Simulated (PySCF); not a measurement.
Lowest triplet excitation (TDA) (eV) of eight silicon and germanium compounds: TDA-PBE beside TDA-M06-2X, computed with PySCF for isolated molecules in the bases named; differences from unrounded values. The eight are the first of their class met in an unordered collection, after screening for sound electronic states; none was chosen by its value. Each molecule has one DFT geometry for both levels.

| molecule | basis | TDA-M06-2X | TDA-PBE | difference |
|---|---|---|---|---|
| Si(F)2(Br)(OH) (BrF2HOSi), SMILES O[Si](F)(F)Br | def2-SVPD | 7.09 | 6.23 | -0.86 |
| C₃H₄ClNSi, SMILES [Si@H]1(Cl)C=NC=C1 | def2-SVPD | 2.77 | 2.31 | -0.46 |
| C2H6N2OSi, SMILES C[Si@@H](N)OC#N | def2-SVPD | 6.62 | 6.06 | -0.55 |
| C₃H₇ClSi, SMILES Cl[SiH2]/C=C/C | def2-SVPD | 4.49 | 4.21 | -0.28 |
| C2H4Cl2OSi, SMILES C=C[Si](O)(Cl)Cl | def2-SVPD | 4.48 | 4.23 | -0.25 |
| Si(F)(OH)(NH2)2 (FH₅N₂OSi), SMILES O[Si](N)(N)F | def2-SVPD | 6.74 | 5.56 | -1.18 |
| Si(H)(Cl)(Br)(vinyl) (C2H4BrClSi), SMILES C=C[SiH](Cl)Br | def2-SVPD | 4.43 | 4.17 | -0.26 |
| Si(Cl)3(SiH3) (Cl3H3Si2), SMILES Cl[Si](Cl)(Cl)[SiH3] | def2-SVPD | 6.28 | 5.61 | -0.67 |

TDA-PBE lies below TDA-M06-2X in 8 and above it in 0 of the eight; the mean signed difference is -0.56 and the largest -1.18 eV.
